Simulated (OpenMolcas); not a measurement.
neutral silver: effect of the active space

```
Program             : OpenMolcas
Method              : CASSCF or its RAS form
Basis               : ANO-RCC-VTZP
Scalar Hamiltonian  : DKH2, point nucleus
Spin-orbit coupling : RASSI with atomic mean-field integrals over the reference wave functions, term energies averaged over their components
```

A. 11 electrons in 6 orbitals (4d 5s); 2S+1 = 2 even, 6 roots; cost roughly 3 core-seconds
B. 11 electrons in 9 orbitals (RAS2 4d 5s; RAS3 5p, at most 2 electrons); 2S+1 = 2 even, 6 roots; 2S+1 = 2 odd, 3 roots; cost of the order of 50 core-seconds

Energies in cm-1 above 4d10 5s 2S 1/2, the measured ground level; measured values from NIST Handbook of Basic Atomic Spectroscopic Data.

```csv
Level,A,B,Measured
4d10 5s 2S 1/2,0.0,0.0,0.0
4d9 5s2 2D 5/2,20895,15525,30242
4d9 5s2 2D 3/2,25160,19782,34714
```

Deviations, from unrounded energies. A percentage is the sum of absolute deviations over the sum of measured energies, with the sign that they share, or ± where signs differ.

| Against measurement | Levels | A | B |
| --- | --- | --- | --- |
| mean absolute deviation (cm-1) | 2 | 9500 | 15000 |
| other configurations (%) | 2 | -29.1 | -45.6 |

A lies closest to measurement on these levels. The largest miss of A in the table is 4d9 5s2 2D 3/2, by -9600 cm-1. The ranking rests on the paired levels alone, and a cruder setting can come out closer through cancelling errors.

Between A and B the level of the table that moves most is 4d9 5s2 2D 3/2, by 5400 cm-1 (lowest in B, highest in A).

Without dynamic correlation excited terms often stand tens of per cent too high (terms of higher spin than the ground term too low), and those without a measured partner can miss by more than the paired ones. A single d shell beside an s shell can misplace configurations of different d count against each other. Measured partners are found by configuration, term and J. A level has none where our copy of the source lacks it or the pairing is in doubt (some pairs that miss far off the trend of their configuration count as doubtful), and it then counts in no deviation. Only configurations of the active space appear. Levels that lie high or do not pair safely by name in every column are left out.
